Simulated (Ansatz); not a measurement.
Two structures of SiH₂OF₄, singlet, reached by relaxing down either side of one saddle point (PBE0-D4/def2-TZVP). Energies are electronic, without zero-point energy. Ansatz 0.2.0; basis: def2-TZVPP and def2-QZVPP; cores frozen in the correlated methods. Extrapolation: Hartree–Fock as exp(−7.88 √X), correlation as X^−2.97. First:

```csv
atom,x (Å),y (Å),z (Å)
Si1,-0.9450,-0.4785,-0.2611
F2,-0.3567,-1.1382,1.0329
F3,0.0436,-0.5594,-1.4743
F4,-2.1889,-1.3519,-0.6607
F5,-1.4785,0.9669,-0.0140
H6,1.7055,0.6098,1.2075
O7,1.2824,0.9940,0.4356
H8,1.9375,0.9573,-0.2659
```

Second:

```json
{"atom": "Si1", "x (Å)": "-0.7397", "y (Å)": "0.2527", "z (Å)": "-0.7618"}
{"atom": "F2", "x (Å)": "1.3106", "y (Å)": "-1.1863", "z (Å)": "2.3412"}
{"atom": "F3", "x (Å)": "-0.4961", "y (Å)": "-0.2165", "z (Å)": "-2.2369"}
{"atom": "F4", "x (Å)": "-1.7707", "y (Å)": "-0.6919", "z (Å)": "-0.0693"}
{"atom": "F5", "x (Å)": "-1.3091", "y (Å)": "1.7115", "z (Å)": "-0.8177"}
{"atom": "H6", "x (Å)": "0.9982", "y (Å)": "-0.7502", "z (Å)": "1.5800"}
{"atom": "O7", "x (Å)": "0.6204", "y (Å)": "0.1824", "z (Å)": "0.1132"}
{"atom": "H8", "x (Å)": "1.3863", "y (Å)": "0.6981", "z (Å)": "-0.1487"}
```

(1) Which bonds change from the first to the second?

(2) Give the saddle point's structure and its height above each. (An estimate is asked for; the value comes from the calculation.)

T1 diagnostic: at most 0.012.

## Answers

(1) SiF₄ ([F][Si]([F])([F])[F]) + H₂O → SiHOF₃ ([OH][Si]([F])([F])[F]) + HF; bonds formed: Si1–O7, F2–H6; bonds broken: Si1–F2, H6–O7.

(2) Computed: 126.4 kJ/mol above the first and 99.0 kJ/mol above the second (CCSD(T) at an estimated basis limit (MP2 extrapolated from triple and quadruple zeta, plus CCSD(T) − MP2 in triple zeta)).
```csv
atom,x (Å),y (Å),z (Å)
Si1,-0.4882,-0.1627,-0.3271
F2,0.4567,-1.3216,0.8192
F3,0.0150,-1.0418,-1.5354
F4,-1.8246,-0.5820,0.3855
F5,-0.9869,1.1187,-1.1475
H6,0.9939,-0.2671,0.9879
O7,0.6585,0.7748,0.6062
H8,1.1756,1.4817,0.2111
```

The step is the kind of ligand exchange by which a precursor binds to a hydroxyl group, or is hydrolysed, in atomic layer deposition of oxides.

Labels in which every atom is bracketed show which atoms are joined, not bond orders.

For scale, one of the runs: CCSD(T)/def2-TZVPP, 225 basis functions, launched by `ansatz run in.yaml --threads 8 --pin off --events-out ev --progress --plain --max-ram 19148MiB`. Hardware: 8 CPU threads of an Arm Neoverse V1, shared host. Wall time 100 s; peak host memory 4.2 GiB.
